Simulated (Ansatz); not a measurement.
Cost and result for the atomization energy of CH$_{5}$FOSSi, SMILES `OC(S)[SiH2]F` (10 atoms, 9 bonds).

Cartesian coordinates in Å:
```
O -0.827 1.484 0.096
C 0.175 0.555 0.411
S -0.150 -0.429 1.903
Si 0.454 -0.596 -1.056
F -0.749 -1.651 -1.109
H -1.068 1.958 0.899
H 1.131 1.045 0.653
H -1.137 -1.184 1.391
H 0.449 0.151 -2.335
H 1.721 -1.333 -0.852
```

Charge 0, multiplicity 1. The geometry is a stationary point of PBE0-D4/def2-TZVP. It is one conformer, not always the lowest. Program: Ansatz. All runs use 4 threads of an Arm Neoverse V1 on a shared host. Times are those of one run each, without the atoms' runs, and a repeat can differ threefold. Electronic energies, without spin–orbit coupling; frozen cores. CCSD(T)/CBS adds CCSD(T) − MP2 in def2-TZVPP to the MP2 limit, and its time is that of the two runs behind it. T1 = 0.012. B3LYP takes the VWN-RPA correlation (the form of Gaussian; ORCA's B3LYP/G).

CCSD(T)/CBS is a level of theory with its own doubt, some kJ/mol a heavy atom from the limit and from the frozen cores, so smaller differences don't rank the functionals.

```
                             level  functions  wall time  atomization (kJ/mol)  difference from CCSD(T)/CBS  per bond
   PBE-D4/def2-TZVPP (with forces)        247      2.5 s                3565.7                         44.8       5.0
                PBE0-D4/def2-TZVPP        247      3.1 s                3488.6                        -32.3      -3.6
 B3LYP-D4/def2-TZVPP (with forces)        247      4.6 s                3491.2                        -29.7      -3.3
r2SCAN-D4/def2-TZVPP (with forces)        247      4.8 s                3515.1                         -5.8      -0.6
                 B2PLYP/def2-TZVPP        247      5.5 s                3456.8                        -64.1      -7.1
                ωB97X-V/def2-TZVPP        247        8 s                3525.8                          4.9       0.6
  ωB97M-V/def2-TZVPP (with forces)        247       11 s                3524.8                          3.9       0.4
                    MP2/def2-QZVPP        461       20 s                3549.8                         28.9       3.2
                CCSD(T)/def2-TZVPP        247    2.5 min                3410.8                       -110.1     -12.2
                 CCSD(T)/CBS(def2)          –    2.9 min                3520.9                          0.0       0.0
```

In def2-TZVPP, CCSD(T) changes the Hartree–Fock value by +931.5 kJ/mol (the triples alone add +57.6 kJ/mol) and MP2 by +1004.7 kJ/mol; breaking electron pairs costs correlation energy, which Hartree–Fock lacks. From PBE to PBE0 (25 % exact exchange), in def2-TZVPP and without D4, the atomization energy moves by −73.6 kJ/mol: exact exchange takes away binding that semilocal exchange gives to molecules. The D4 term adds +36.8 kJ/mol with B3LYP and +19.1 kJ/mol with PBE0; it sums over pairs of atoms, weighted by their polarisabilities, and B3LYP, whose exchange is more repulsive, gets the larger term.
